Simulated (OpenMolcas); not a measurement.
**Nb⁺: from CASSCF to CASPT2**

```
Program             : OpenMolcas 26.06
Basis               : ANO-RCC-VQZP [8s7p5d3f2g1h]
Scalar Hamiltonian  : DKH2, point nucleus
Active space        : 4 electrons in 5 orbitals (4d)
State averaging     : 2S+1 = 5 even, 5 roots; 2S+1 = 3 even, 45 roots; 2S+1 = 1 even, 50 roots (49 in the spin-orbit step)
Spin-orbit coupling : RASSI with atomic mean-field integrals over the reference wave functions, term energies averaged over their components
```

Methods on the same reference wave functions:
A. CASSCF
B. SS-CASPT2, IPEA 0.25 Eh, imaginary shift 0.1 Eh (closed shells correlated: 4s 4p)
C. MS-CASPT2, IPEA 0.25 Eh, imaginary shift 0.1 Eh (closed shells correlated: 4s 4p)

Energies in cm-1 above 4d4 5D0, the measured ground level; measured values from NIST Handbook of Basic Atomic Spectroscopic Data.

```csv
Level,A,B,C,Measured
4d4 5D0,0.0,0.0,0.0,0.0
4d4 5D1,138,157,157,159
4d4 5D2,397,438,437,438
4d4 5D3,757,806,804,801
4d4 5D4,1197,1235,1233,1225
4d4 3H4,12957,10010,10010,
4d4 3H5,13257,10360,10360,
4d4 3P0(1),13464,7950,7950,
4d4 3H6,13565,10680,10680,
4d4 3P1(1),14253,8730,8720,
4d4 3F3(1),14983,10890,10880,
4d4 3F2(1),14996,10810,10800,
4d4 3F4(1),15119,11060,11050,
4d4 3P2(1),15528,9970,9960,
4d4 3G3,16409,12530,12530,
4d4 3G4,16705,12830,12840,
4d4 3G5,16909,13110,13100,
4d4 1I6,19676,15420,15420,
4d4 3D3,20867,15730,15730,
4d4 1G4(1),20904,16150,16130,
4d4 3D2,20963,15630,15620,
4d4 3D1,21114,16000,16000,
4d4 1S0,24010,18110,18110,
4d4 1D2(1),25450,17110,17110,
```

Deviations, from unrounded energies. A percentage is the sum of absolute deviations over the sum of measured energies, with the sign that they share, or ± where signs differ.

```csv
Against measurement,Levels,A,B,C
mean absolute deviation (cm-1),4,34,4,3.6
fine structure of the ground term (%),4,-5.1,±0.6,±0.5
```

B, C lie about equally close to measurement and A furthest from it. The largest miss of C in the table is 4d4 5D4, by +8 cm-1. The ranking rests on the paired levels alone, and a cruder setting can come out closer through cancelling errors.

Between B and C the level of the table that moves most is 4d4 1G4(1), by 19 cm-1 (lowest in C, highest in B). Moves below CASPT2's spread within the term are not significant.

The two smallest mean deviations differ by little beside CASPT2's spread within terms, so their order carries little weight.

From A to B the spin-free energies of the other terms of 4d4 shown, above 5D, scale by factors of 0.60 to 0.77.

The lowest spin-free term lies below A's lowest term by 0.357 hartree in B, 0.357 hartree in C.

CASPT2 does not keep the components of a term degenerate, so their means are used; among the terms shown or strongly mixed into the levels shown the widest spread is 1500 cm-1 (4d4 1I, C). Some high roots are left out of the spin-orbit mixing, which shifts the levels that they would mix with. Configurations with an s electron lie low at this charge and mix in, so terms can be misplaced. The CASPT2 spread within a term exceeds the gap to the next term for 4d4 3D and 4d4 1G(1), so the order of their levels is uncertain (figures for B; the like holds for C). Without dynamic correlation excited terms often stand tens of per cent too high (terms of higher spin than the ground term too low), and those without a measured partner can miss by more than the paired ones (holds for A). Some terms miss by over 15 % even with CASPT2, which points to a basis or an active space too small for the shells correlated (holds for B; C). Computed and measured levels are paired by configuration, term and J; levels that our copy of the source lacks, or whose pairing is in doubt (as where it misses far off the trend of its configuration), stay unpaired and out of the deviations. Levels of configurations outside the active space are missing. Levels that lie high or do not pair safely by name in every column are left out.

A number in round brackets counts repeated terms of one configuration in the order of the reference energies.
